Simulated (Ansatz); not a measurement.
`[SiH3][CH2][SnH3]` + `O[SiH2][SiH3]` → `[SiH3][SiH2][O][SnH3]` + `C[SiH3]`  (ligand exchange at the Sn–C bond)

Program: Ansatz. Geometries: PBE0-D4/def2-TZVP. ΔE: electronic, gas phase. CCSD(T)/CBS adds triple-zeta CCSD(T) − MP2 to the extrapolated MP2 energy (def2 sets, frozen cores). This one scheme is used for every species. Functionals use def2-TZVPP. B3LYP here is the variant with VWN-RPA as its local correlation; programs differ in this. Elements past krypton have def2 core potentials. For Sn outer-core shells are correlated without core-valence functions, which leaves a few kJ/mol of doubt a bond. Each species was taken in one conformer, which may not be the lowest.

| level | ΔE (kJ/mol) |
| --- | --- |
| PBE-D4 | -44.5 |
| B3LYP-D4 | -55.6 |
| ωB97X-V | -53.5 |
| PBE | -45.3 |
| PBE0 | -45.2 |
| MP2/def2-TZVPP | -44.9 |
| MP2/def2-QZVPP | -46.7 |
| MP2/CBS(def2) | -46.8 |

Task: What does CCSD(T)/CBS give? (Estimate.)

Result: Ansatz gave: -49.2 kJ/mol. The listed levels differ from it by 4.7, -6.4, -4.3, 3.9, 4.0, 4.3, 2.5, 2.4 kJ/mol.

Largest T1 diagnostic among the species: 0.014.

In def2-TZVPP, CCSD(T) changes the Hartree–Fock value by +20.4 kJ/mol (the triples alone add +1.7 kJ/mol) and MP2 by +22.9 kJ/mol.

CCSD(T)/CBS has its own doubt, a few kJ/mol and more with outer-core shells, so smaller differences from it don't rank the levels.
